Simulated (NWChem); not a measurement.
Everything below was run with NWChem. System: CH4GeO, charge 0, spin multiplicity 1, displaced from the optimised geometry. The structure started from a generated list of species.

Job file:

```
start mol
memory heap 200 mb stack 800 mb global 1000 mb
geometry units angstroms nocenter noautoz
  Ge    -0.660098     0.517496     0.000000
  H      0.638422     1.574967     0.000000
  O      0.373650    -1.006005     0.000000
  C      1.810886    -1.105622     0.000000
  H      2.156279    -1.682711     0.914256
  H      2.156279    -1.682711    -0.914256
  H      2.317636    -0.087644     0.000000
  symmetry group Cs
end
basis spherical
  * library def2-tzvp
end
dft
  xc pbe0
  semidirect memsize 60000000 filesize 0
  iterations 100
  convergence nodiis damp 40
end
task dft gradient
```

The output up to the point where the run's verdict is printed (cleaned and shortened):

```
             Northwest Computational Chemistry Package (NWChem) 7.3.0
             --------------------------------------------------------

                                NWChem Input Module
                                -------------------

 Scaling coordinates for geometry "geometry" by  1.889725989
 (inverse scale =  0.529177249)

 Turning off AUTOSYM since
 SYMMETRY directive was detected!

                             Geometry "geometry" -> ""
                             -------------------------

 Output coordinates in angstroms (scale by  1.889725989 to convert to a.u.)

  No.       Tag          Charge          X              Y              Z
 ---- ---------------- ---------- -------------- -------------- --------------
    1 Ge                  32.0000    -0.66009800     0.51749600     0.00000000
    2 H                    1.0000     0.63842200     1.57496700     0.00000000
    3 O                    8.0000     0.37365000    -1.00600500     0.00000000
    4 C                    6.0000     1.81088600    -1.10562200     0.00000000
    5 H                    1.0000     2.15627900    -1.68271100     0.91425600
    6 H                    1.0000     2.15627900    -1.68271100    -0.91425600
    7 H                    1.0000     2.31763600    -0.08764400     0.00000000

 Effective nuclear repulsion energy (a.u.)     168.8924313551

            Nuclear Dipole moment (a.u.)
            ----------------------------
        X                 Y               Z
 ---------------- ---------------- ----------------
    -0.0000075589     0.0000018897     0.0000000000

      Symmetry information
      --------------------

 Group name             Cs
 Group number              2
 Group order               2
 No. of unique centers     6

      Symmetry unique atoms

     1    2    3    4    5    7


 Summary of "ao basis" -> "" (spherical)
 ------------------------------------------------------------------------------
       Tag                 Description            Shells   Functions and Types
 ---------------- ------------------------------  ------  ---------------------
[...]
 Grid integrated density:      49.999924855450
 Requested integration accuracy:   0.10E-05
 d= 0,ls=0.5         70  -2007.5893053418 -2.02D+02  4.48D-01              46.8
 d= 0,ls=0.5         71  -1806.0527267902  2.02D+02  4.48D-01              47.5
 Grid integrated density:      49.999924855450
 Requested integration accuracy:   0.10E-05
 d= 0,ls=0.5         72  -2007.5893053417 -2.02D+02  4.48D-01              48.1
 d= 0,ls=0.5         73  -1806.0527267902  2.02D+02  4.48D-01              48.6
 Grid integrated density:      49.999924855450
 Requested integration accuracy:   0.10E-05
 d= 0,ls=0.5         74  -2007.5893053418 -2.02D+02  4.48D-01              49.3
 d= 0,ls=0.5         75  -1806.0527267902  2.02D+02  4.48D-01              49.9
 Grid integrated density:      49.999924855450
 Requested integration accuracy:   0.10E-05
 d= 0,ls=0.5         76  -2007.5893053418 -2.02D+02  4.48D-01              50.4
 d= 0,ls=0.5         77  -1806.0527267902  2.02D+02  4.48D-01              51.0
 Grid integrated density:      49.999924855450
 Requested integration accuracy:   0.10E-05
 d= 0,ls=0.5         78  -2007.5893053418 -2.02D+02  4.48D-01              51.5
 d= 0,ls=0.5         79  -1806.0527267901  2.02D+02  4.48D-01              52.1
 Grid integrated density:      49.999924855450
 Requested integration accuracy:   0.10E-05
 d= 0,ls=0.5         80  -2007.5893053418 -2.02D+02  4.48D-01              52.7
 d= 0,ls=0.5         81  -1806.0527267902  2.02D+02  4.48D-01              53.3
 Grid integrated density:      49.999924855450
 Requested integration accuracy:   0.10E-05
 d= 0,ls=0.5         82  -2007.5893053417 -2.02D+02  4.48D-01              53.8
 d= 0,ls=0.5         83  -1806.0527267902  2.02D+02  4.48D-01              54.4
 Grid integrated density:      49.999924855450
 Requested integration accuracy:   0.10E-05
 d= 0,ls=0.5         84  -2007.5893053418 -2.02D+02  4.48D-01              55.0
 d= 0,ls=0.5         85  -1806.0527267902  2.02D+02  4.48D-01              55.6
 Grid integrated density:      49.999924855450
 Requested integration accuracy:   0.10E-05
 d= 0,ls=0.5         86  -2007.5893053418 -2.02D+02  4.48D-01              56.2
 d= 0,ls=0.5         87  -1806.0527267902  2.02D+02  4.48D-01              56.7
 Grid integrated density:      49.999924855450
 Requested integration accuracy:   0.10E-05
 d= 0,ls=0.5         88  -2007.5893053418 -2.02D+02  4.48D-01              57.2
 d= 0,ls=0.5         89  -1806.0527267902  2.02D+02  4.48D-01              57.8
 Grid integrated density:      49.999924855450
 Requested integration accuracy:   0.10E-05
 d= 0,ls=0.5         90  -2007.5893053418 -2.02D+02  4.48D-01              58.3
 d= 0,ls=0.5         91  -1806.0527267901  2.02D+02  4.48D-01              58.8
 Grid integrated density:      49.999924855450
 Requested integration accuracy:   0.10E-05
 d= 0,ls=0.5         92  -2007.5893053418 -2.02D+02  4.48D-01              59.4
 d= 0,ls=0.5         93  -1806.0527267901  2.02D+02  4.48D-01              59.9
 Grid integrated density:      49.999924855450
 Requested integration accuracy:   0.10E-05
 d= 0,ls=0.5         94  -2007.5893053418 -2.02D+02  4.48D-01              60.4
 d= 0,ls=0.5         95  -1806.0527267901  2.02D+02  4.48D-01              61.0
 Grid integrated density:      49.999924855450
 Requested integration accuracy:   0.10E-05
 d= 0,ls=0.5         96  -2007.5893053418 -2.02D+02  4.48D-01              61.5
 d= 0,ls=0.5         97  -1806.0527267901  2.02D+02  4.48D-01              62.0
 Grid integrated density:      49.999924855450
 Requested integration accuracy:   0.10E-05
 d= 0,ls=0.5         98  -2007.5893053418 -2.02D+02  4.48D-01              62.5
 d= 0,ls=0.5         99  -1806.0527267901  2.02D+02  4.48D-01              63.1
 Grid integrated density:      49.999924855450
 Requested integration accuracy:   0.10E-05
 d= 0,ls=0.5        100  -2007.5893053418 -2.02D+02  4.48D-01              63.7
```

The run did not converge; its last values are not results. The next line reads: Calculation failed to converge. NWChem stopped with the message: dft gradient failed.
